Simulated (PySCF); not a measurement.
Mg+: ionisation energy

Mg+ [Ne] 3s1 (2S) → Mg(2+) [Ne] (1S), as a difference of total energies. Computed with PySCF 2.14 in ANO-RCC-VTZP (5s4p2d1f, 34 functions), with scalar relativity by spin-free X2C-1e. Correlated levels: valence and next inner shell: 1s2 frozen. The calculations carry no spin-orbit coupling.

```tsv
method	ionisation energy (eV)	error (eV)
UHF	14.736	-0.299
LDA	15.339	+0.304
PBE	15.331	+0.296
PBE0	15.232	+0.197
r2SCAN	15.020	-0.015
TPSS	15.075	+0.040
LC-wPBE	15.153	+0.118
M06	14.628	-0.407
PBEsol	15.165	+0.130
MP2 (valence and next inner shell)	14.892	-0.143
SCS-MP2 (valence and next inner shell)	14.856	-0.179
```

Reference: 15.035 eV (measured; NIST Atomic Spectra Database, ionization energies).

Errors of the correlated levels include the incompleteness of this basis and the frozen core.
